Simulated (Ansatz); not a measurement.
Input file for Ansatz (an electronic-structure program): U-PBE/aug-cc-pVTZ on BeFHO (SMILES [OH][Be][F]), a point of a bond scan (R = 1.666 Å).

Ansatz 0.2 input:
```yaml
crystal:
  periodic: [false, false, false]
  atoms:
    - {symbol: Be, position_ang: [0.02934244, 0.01481768, -0.02556009]}
    - {symbol: F, position_ang: [1.17349282, 0.63064627, -1.06895385]}
    - {symbol: O, position_ang: [-0.99864586, -0.46736623, 0.82454057]}
    - {symbol: H, position_ang: [-0.97341266, -1.07241437, 1.56140982]}
basis:
  gaussian:
    orbitals: aug-cc-pVTZ
hamiltonian:
  xc: {name: PBE}
magnetization: {spin_polarized: true, initial_magnetization: 0}
```

The log:

```
WARN ansatz: RAYON_NUM_THREADS=1 ignored (pool sized by the plan → 1); use --threads N
Functional definition: PBE
integrals: 0.04 GiB planned
675 factors; their error is unknown
mean field: 0.57 GiB planned
mean field evaluation 1: about -5171.4962 eV, gradient 5.6e1 eV
mean field evaluation 2: about -5105.1770 eV, gradient 1.4e2 eV
mean field evaluation 4: about -5181.1420 eV, gradient 5.7e0 eV
mean field evaluation 8: about -5181.2053 eV, gradient 2.2e-1 eV
mean field evaluation 16: about -5181.2053 eV, gradient 1.8e-5 eV
mean field -5181.20530886 eV, -190.4057831537 hartree, gradient 1.8e-5 eV, S^2 0.000000; 0 other end points of the search recorded, 0 dependent functions left out
reference -5181.20535240 eV, -190.4057847535 hartree; 11, 11 occupied and 150, 150 virtual orbitals, 675 factors
Total energy: -5181.20535240 eV, -190.4057847535 hartree
```

Self-consistency was reached.

Cost: roughly 2.3 core-seconds.
